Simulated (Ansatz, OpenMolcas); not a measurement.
# How methods differ on C3H8Si (SMILES CC(C)[SiH])

C3H8Si has 12 atoms, charge 0, and is taken as a singlet. SMILES: `CC(C)[SiH]`. The coordinates come from a PBE0-D4/def2-TZVP relaxation. This is one conformer, not always the lowest.

Quantity: the HOMO–LUMO gap, in eV. The values are calculated.

| level | kind | program | value (eV) | CPU time |
| --- | --- | --- | --- | --- |
| HF/6-31G* (spherical functions) | Hartree–Fock | Ansatz | 10.37 | 1.5 s |
| revPBE/6-31G* (spherical functions) | GGA | Ansatz | 2.90 | 3.3 s |
| r2SCAN/6-31G* (spherical functions) | meta-GGA | OpenMolcas | 3.23 | 56 s |
| r2SCAN0/6-31G* (spherical functions) | hybrid meta-GGA | Ansatz | 4.98 | 6.8 s |
| B3LYP/6-31G* (Cartesian functions) | global hybrid | Ansatz | 4.40 | 4.4 s |
| wB97X/6-31G* (spherical functions) | range-separated hybrid | Ansatz | 9.11 | 14 s |
| B2PLYP/6-31G* (spherical functions) | double hybrid | OpenMolcas | 6.88 | 24 s |
| PBE-QIDH/6-31G* (spherical functions) | double hybrid | Ansatz | 8.11 | 5.7 s |

The values span 2.90 to 10.37 eV. Orbital gaps aren't excitation energies, and those of double hybrids come from the SCF part alone; they tend to grow with the share of exact exchange. Times are those of the runs behind each value, whatever else they computed, on shared processors of several kinds: orders of magnitude only.
